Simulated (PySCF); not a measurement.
# Working with the constants of VC

ROHF constants of VC, ²Δ (doublet), unpaired electrons δ ↑ (PySCF, no relativity, basis sets V def2-TZVPP, C def2-TZVPP; masses 50.9440 and 12.0000 u):

* ωe: 1256.6 cm⁻¹
* ωexe: 6.73 cm⁻¹
* Be: 0.77329 cm⁻¹
* αe: 0.00430 cm⁻¹

**Question.** What force constant and bond length do these constants imply?

**Answer.** Reduced mass μred = 9.7123 u; k = 5.8918×10⁻⁷·μred·ωe² (u, cm⁻¹, mdyn/Å) = 9.04 mdyn/Å; Re = √(16.8576/(μred·Be)) (u, cm⁻¹, Å) = 1.498 Å.

**Question.** Estimate the centrifugal constant D from the Kratzer relation and find the Dunham coefficient a1.

**Answer.** D = 4Be³/ωe² = 1.17e-06 cm⁻¹; a1 = −1 − αeωe/(6Be²) = -2.51.

UHF is strongly spin-contaminated for VC, so the ROHF reference used there is far from stable. Hartree–Fock leaves out correlation, which carries a large part of most bond energies and some tenths to 1 eV of ionisation energies. The state is the lowest single determinant that the PBE0 search found; with open d or f shells the true ground state can be another one.
